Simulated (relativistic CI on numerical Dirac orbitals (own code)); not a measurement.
## The spin-orbit constant of Te I from its measured fine structure

Problem. The ground term 3P of Te I (5s2 5p4) has the measured levels J = 0: 4706.5, J = 1: 4750.7, J = 2: 0.0 cm⁻¹ (NIST Handbook of Basic Atomic Spectroscopic Data (Sansonetti and Martin, J. Phys. Chem. Ref. Data 34, 1559 (2005))). Test the interval rule and estimate ζ(5p).

Working.
1. In LS coupling E(J) − E(J − 1) = AJ. The intervals give A = 44.2 (J = 1), -2375.4 (J = 2) cm⁻¹.
2. These values spread by 154 % of their mean, from second-order spin-orbit mixing with other terms and from spin-spin terms.
3. The whole width divided by the sum of the upper J values gives a mean A = -1568.8 cm⁻¹.
4. For the Hund term of a shell that is more than half full, A = −ζ/2S with 2S = 2, so ζ = 3138 cm⁻¹.

Check. The value calculated from Dirac-Coulomb-Breit radial functions of this configuration is ζ = 4089 cm⁻¹, 30 % above the estimate from measurement. The same recipe applied to the calculated levels returns 2904 cm⁻¹, which shows the bias of the recipe itself. Where the interval rule fails, the estimate is only rough.
